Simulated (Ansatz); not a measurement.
`[SiH3]C([SiH3])=[Se]` + `[SH][GeH3]` → `[SiH3][S][GeH3]` + `[SiH3]C=[Se]` at 400 K and 1 bar (ligand exchange at the Si–C bond).

Program: Ansatz. Geometries: PBE0-D4/def2-TZVP. ΔE: electronic, gas phase. CBS: MP2 limit from def2 TZ/QZ plus the TZ coupled-cluster correction, frozen cores. For Ge, Se outer-core shells are correlated without core-valence functions, which leaves a few kJ/mol of doubt a bond. Scalar relativity is left out up to krypton.

| species | CCSD(T)/CBS energy (Eh) | H − E (kJ/mol) | S (J/(mol·K)) |
| --- | --- | --- | --- |
| `[SiH3]C([SiH3])=[Se]` | -3020.47928 | 180.4 | 402.5 |
| `[SH][GeH3]` | -2476.30083 | 106.6 | 308.1 |
| `[SiH3][S][GeH3]` | -2766.60510 | 163.4 | 384.4 |
| `[SiH3]C=[Se]` | -2730.19682 | 128.9 | 333.4 |

H − E and S are ideal-gas, rigid-rotor, harmonic terms from PBE0-D4/def2-TZVP, for one conformer and one mirror image of each species. 1 Eh = 2625.50 kJ/mol, R = 8.31446 J/(mol·K).

By hand: ΔE, ΔH, ΔS and ΔG.

ΔE = (-2766.60510) + (-2730.19682) − (-3020.47928) − (-2476.30083) = -0.02181 Eh = -57.3 kJ/mol. Δ(H − E) = 163.4 + 128.9 − 180.4 − 106.6 = 5.3, so ΔH = -52.0 kJ/mol. ΔS = 384.4 + 333.4 − 402.5 − 308.1 = 7.2 J/(mol·K). ΔG = -52.0 − 400 × (7.2)/1000 = -54.9 kJ/mol.

By hand: the equilibrium constant, and the temperature at which ΔG would vanish if ΔH and ΔS stayed fixed.

log₁₀ K = −ΔG/(RT ln 10) = 7.2. ΔH and −TΔS have one sign here, so there is no such temperature.

The number of gas molecules stays the same, so ΔS is small and ΔH decides. A doubt of 5 kJ/mol in ΔE shifts log₁₀ K by 0.7 here. Other conformers and mirror images would add mixing entropy, several J/(mol·K) or more a flexible species. Modes under 60 cm⁻¹, often nearly free rotors, make the harmonic entropy too high. These are equilibria of isolated gas molecules and say nothing of rates. Largest T1 diagnostic: 0.014 (customary marks: 0.02 for closed shells, 0.045 for open ones).

ΔS is within the doubt of such terms, so its sign, and with it that verdict, could turn.
